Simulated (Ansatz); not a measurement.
The inner images of a band of BFH$_{4}$SSi (8 atoms, charge 0, multiplicity 1) are given out of order.

Method: RKS revPBE/def2-SVP (Ansatz 0.2.0).

Image 0:

```xyz
8
Properties=species:S:1:pos:R:3
B -0.905 0.666 0.039
Si 1.017 0.315 0.085
F 1.795 -0.484 1.299
S -0.513 -1.159 -0.894
H -1.215 1.423 -0.866
H -1.606 0.536 1.021
H 2.059 0.590 -0.962
H -0.538 -1.944 0.222
```

Image 6:

```xyz
8
Properties=species:S:1:pos:R:3
B -0.909 0.644 0.138
Si 1.008 0.267 0.197
F 1.885 0.040 1.570
S -0.599 -1.414 -0.005
H -1.392 1.097 -0.881
H -1.438 0.814 1.221
H 1.960 0.026 -0.942
H -0.423 -1.532 -1.354
```

Put them in order from the first end to the last, with their energies above the first end.
A.
```xyz
8
Properties=species:S:1:pos:R:3
B -0.856 0.943 0.182
Si 0.917 0.064 -0.007
F 1.725 -0.252 1.397
S 0.136 -1.738 -0.966
H -1.330 1.570 -0.746
H -1.548 0.733 1.160
H 1.926 0.568 -0.996
H -0.879 -1.946 -0.080
```
B.
```xyz
8
Properties=species:S:1:pos:R:3
B -0.860 0.929 0.215
Si 0.904 -0.015 0.054
F 1.715 -0.161 1.485
S 0.286 -2.019 -0.571
H -1.500 1.156 -0.796
H -1.364 1.180 1.292
H 1.917 0.546 -0.905
H -1.007 -1.672 -0.829
```
C.
```xyz
8
Properties=species:S:1:pos:R:3
B -0.859 0.946 0.217
Si 0.902 0.011 0.004
F 1.711 -0.195 1.431
S 0.290 -1.894 -0.861
H -1.442 1.358 -0.766
H -1.421 1.002 1.295
H 1.908 0.571 -0.959
H -0.997 -1.856 -0.416
```
D.
```xyz
8
Properties=species:S:1:pos:R:3
B -0.857 0.882 0.205
Si 0.939 0.082 0.116
F 1.774 -0.086 1.524
S -0.131 -1.851 -0.090
H -1.461 1.060 -0.838
H -1.416 1.069 1.266
H 1.960 0.342 -0.956
H -0.716 -1.557 -1.283
```
E.
```xyz
8
Properties=species:S:1:pos:R:3
B -0.859 0.846 0.115
Si 0.974 0.176 0.035
F 1.791 -0.350 1.363
S -0.177 -1.448 -0.974
H -1.277 1.533 -0.797
H -1.589 0.531 1.036
H 1.986 0.589 -0.991
H -0.756 -1.936 0.157
```

E (+15.3 kJ/mol), A (+22.5 kJ/mol), C (+32.2 kJ/mol), B (+38.2 kJ/mol), D (+27.9 kJ/mol).

The run took 4.4 min on 1 thread of Intel(R) Xeon(R) Processor @ 2.50GHz (Skylake/Cascade Lake) (shared host), peak memory 0.13 GiB.
